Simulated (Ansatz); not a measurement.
Consider the isomerisation: `C[CH]([SiH3])[AlH][NH2]` → `C[SiH](C)[NH][AlH2]`.

Gas-phase electronic energies from Ansatz, PBE0-D4/def2-TZVP geometries. CCSD(T)/CBS is the MP2 limit (def2-TZVPP, def2-QZVPP) plus CCSD(T) − MP2 in def2-TZVPP, frozen cores. Functionals use def2-TZVPP. B3LYP here is the variant with VWN-RPA as its local correlation; programs differ in this. Each species was taken in one conformer, which may not be the lowest.

```
                  species  B3LYP-D4 energy (Eh)
`C[CH]([SiH3])[AlH][NH2]`            -669.08512
    `C[SiH](C)[NH][AlH2]`            -669.12803
```

(1) Work out ΔE.

Largest T1 diagnostic among the species: 0.011.

Results:

(1) ΔE = (-669.12803) − (-669.08512) = -0.04291 Eh = -112.7 kJ/mol. CCSD(T)/CBS gives -112.2 kJ/mol.

In def2-TZVPP, CCSD(T) changes the Hartree–Fock value by +12.9 kJ/mol (the triples alone add +1.8 kJ/mol) and MP2 by +10.7 kJ/mol. From PBE to PBE0 (25 % exact exchange), in def2-TZVPP and without D4, ΔE moves by −4.4 kJ/mol.
